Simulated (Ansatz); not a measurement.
Basis sets compared for the cluster GeBr₂⁺ (the lowest doublet isomer of a short search). Charge 1, multiplicity 2. Geometry r2SCAN-D4/def2-TZVP. Ansatz on 4 threads of Intel Xeon on a shared host; times are rough, and most runs start from earlier orbitals.

```
atom   x (Å)   y (Å)   z (Å)
 Ge1  -0.161   0.677   0.220
 Br2  -1.572  -0.990   0.687
 Br3   1.733   0.313  -0.906
```

The structure comes from a short search, and lower isomers may exist.

| level | functions | energy (Eh) | HOMO (eV) | LUMO (eV) | wall time |
| --- | --- | --- | --- | --- | --- |
| PBE-D4/def2-SVP | 96 | -7223.0959 | -12.72 | -11.90 | 1.2 s |
| PBE0-D4/def2-SVP | 96 | -7223.3154 | -13.92 | -11.16 | 2 s |

Problem. Estimate the rows for PBE-D4/def2-TZVP, PBE0-D4/def2-TZVP (with forces).

Solution. 
```
                          level  functions  energy (Eh)  HOMO (eV)  LUMO (eV)  wall time
               PBE-D4/def2-TZVP        144   -7223.9840     -12.65     -11.82      1.9 s
PBE0-D4/def2-TZVP (with forces)        144   -7224.2046     -13.82     -11.05      3.9 s
```
